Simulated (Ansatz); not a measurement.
Reactions of `CC1C[SiH2]1`.

Gas-phase electronic energies from Ansatz, PBE0-D4/def2-TZVP geometries. CCSD(T)/CBS adds triple-zeta CCSD(T) − MP2 to the extrapolated MP2 energy (def2 sets, frozen cores). This one scheme is used for every species. Each species was taken in one conformer, which may not be the lowest.

Question: Order these by ΔE at CCSD(T)/CBS, lowest first. (An estimate is asked.)
A. `CC1C[SiH2]1` + `CCB(S)Cl` → `C[C@H]1C[Si@H]1Cl` + `CCBS`
B. `CC1C[SiH2]1` + H₂O → `OC1C[SiH2]1` + CH₄
C. `CC1C[SiH2]1` + HCl → `ClC1C[SiH2]1` + CH₄

Answer: A (-7.6 kJ/mol), C (+20.4 kJ/mol), B (+55.2 kJ/mol).

Largest T1 diagnostic: 0.012, for `CCBS`.
